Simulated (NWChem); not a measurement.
# CuF

SMILES: [F][Cu]
```xyz
2

Cu     0.0000     0.0000    -0.4146
F      0.0000     0.0000     1.3359
```
Charge 0, spin multiplicity 1.

The numbers come from NWChem runs, not from measurements. All single points use one geometry, from B3LYP/def2-SVP, a minimum by its harmonic frequencies.

Symmetry labels belong to the abelian group C2v used in the runs, with the axes of the coordinates shown; states degenerate in a higher group split over its labels.

The structure started from a generated list of species.

Task: List the lowest 4 singlet excitations that CIS/def2-SVPD gives, with oscillator strengths.

Result: 
```tsv
state	symmetry	energy (eV)	wavelength (nm)	f
1	a1	3.64	341	0.000
2	b2	4.19	296	0.011
3	b1	4.19	296	0.011
4	a2	4.59	270	0.000
```
